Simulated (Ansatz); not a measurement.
System: sum formula H₂PO (charge +1, singlet). It need not be the lowest isomer of its formula. 
Geometry from a B3LYP-D3(BJ)/def2-TZVP (Ansatz, a program for electronic structure) optimisation:
```xyz
4

P     -0.0675    -0.0870    -0.5648
O      0.0555     0.1370     0.9714
H      1.3131     0.1663    -0.8269
H     -0.7446     0.0424     1.5280
```
Charge +1, spin multiplicity 1.

Total electronic energies in hartree. Cores are frozen in the correlated levels unless marked. No spin-orbit coupling. Non-relativistic. CBS(X,Y): correlation extrapolated as X^-3; Hartree-Fock from the larger set.

The Hartree-Fock reference is unstable (checked in the largest basis), which strains HF and MP2. 

```
level                                        program  energy (Eh)
------------------------------------  --------------  -----------
RI-HF/cc-pV(T+d)Z                             Ansatz   -416.51015
PBE-D3(BJ)/def2-TZVPD                 Ansatz + dftd3   -417.25438
revPBE/def2-TZVPD                             Ansatz   -417.40450
RI-MP2/cc-pV(Q+d)Z                            Ansatz   -416.91356
RI-MP2/def2-TZVPP                             Ansatz   -416.87204
CCSD/def2-TZVPP                               Ansatz   -416.89257
CCSD/cc-pV(Q+d)Z                              Ansatz   -416.92974
CCSD(T)/6-31G*                                Ansatz   -416.72981
CCSD(T)/CBS(cc-pV(T+d)Z,cc-pV(Q+d)Z)          Ansatz    -416.9656
```

Totals of different functionals don't rank their quality; only differences between species are comparable.
